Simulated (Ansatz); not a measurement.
Spectroscopic constants of Ba2, closed-shell singlet (lowest of 2S+1 = 1, 3 at CCSD(T)/def2-TZVPP on PBE0 minima; our sources give no spin for the ground state, which may be another). No spin–orbit coupling.

Seven points along R, fitted to fifth degree in 1/R; most abundant isotopes. Runs in def2 and cc sets follow the lowest solution found near the PBE0 minimum. The singlet is held restricted. HF and MP2 rows in def2 and cc sets belong to the determinant that coupled cluster picked by its CCSD energy.

The values were computed with Ansatz (Gaussian orbitals). Each number belongs to the level named beside it. In def2 rows elements past Kr take small-core potentials, without spin–orbit coupling.

```json
[
 {"level": "SVWN5/def2-TZVPP", "r_e (Å)": "4.830", "ω_e (cm⁻¹)": "43", "ω_e x_e (cm⁻¹)": "0.16", "α_e (cm⁻¹)": "4.2e-5"},
 {"level": "PBE/def2-TZVPP", "r_e (Å)": "4.948", "ω_e (cm⁻¹)": "40", "ω_e x_e (cm⁻¹)": "0.16", "α_e (cm⁻¹)": "4.3e-5"},
 {"level": "r2SCAN/def2-TZVPP", "r_e (Å)": "5.003", "ω_e (cm⁻¹)": "40", "ω_e x_e (cm⁻¹)": "0.16", "α_e (cm⁻¹)": "4.1e-5"},
 {"level": "B97M-V/def2-TZVPP", "r_e (Å)": "5.039", "ω_e (cm⁻¹)": "39", "ω_e x_e (cm⁻¹)": "0.19", "α_e (cm⁻¹)": "4.6e-5"},
 {"level": "B3LYP/def2-TZVPP", "r_e (Å)": "5.212", "ω_e (cm⁻¹)": "29", "ω_e x_e (cm⁻¹)": "0.25", "α_e (cm⁻¹)": "6.7e-5"},
 {"level": "PBE0/def2-TZVPP", "r_e (Å)": "5.037", "ω_e (cm⁻¹)": "37", "ω_e x_e (cm⁻¹)": "0.17", "α_e (cm⁻¹)": "4.5e-5"},
 {"level": "wB97X-V/def2-TZVPP", "r_e (Å)": "5.306", "ω_e (cm⁻¹)": "28", "ω_e x_e (cm⁻¹)": "0.18", "α_e (cm⁻¹)": "5.6e-5"},
 {"level": "wB97M-V/def2-TZVPP", "r_e (Å)": "5.294", "ω_e (cm⁻¹)": "26", "ω_e x_e (cm⁻¹)": "0.14", "α_e (cm⁻¹)": "5.4e-5"},
 {"level": "B2PLYP/def2-TZVPP", "r_e (Å)": "5.322", "ω_e (cm⁻¹)": "26", "ω_e x_e (cm⁻¹)": "0.24", "α_e (cm⁻¹)": "7.0e-5"},
 {"level": "MP2/def2-QZVPP", "r_e (Å)": "5.148", "ω_e (cm⁻¹)": "30", "ω_e x_e (cm⁻¹)": "0.21", "α_e (cm⁻¹)": "6.2e-5"},
 {"level": "SCS-MP2/def2-QZVPP", "r_e (Å)": "5.251", "ω_e (cm⁻¹)": "27", "ω_e x_e (cm⁻¹)": "0.22", "α_e (cm⁻¹)": "6.9e-5"},
 {"level": "CCSD(T)/def2-QZVPP", "r_e (Å)": "5.122", "ω_e (cm⁻¹)": "31", "ω_e x_e (cm⁻¹)": "0.22", "α_e (cm⁻¹)": "6.2e-5"}
]
```

Correlated levels freeze the inner cores; with def2 sets outer-core shells near the valence are correlated too.

Doubts at one or more of the structures used: a restricted determinant that unrestricted orbitals would lower (MP2/def2-QZVPP, SCS-MP2/def2-QZVPP, CCSD(T)/def2-QZVPP).

Ansatz is a first-principles code.
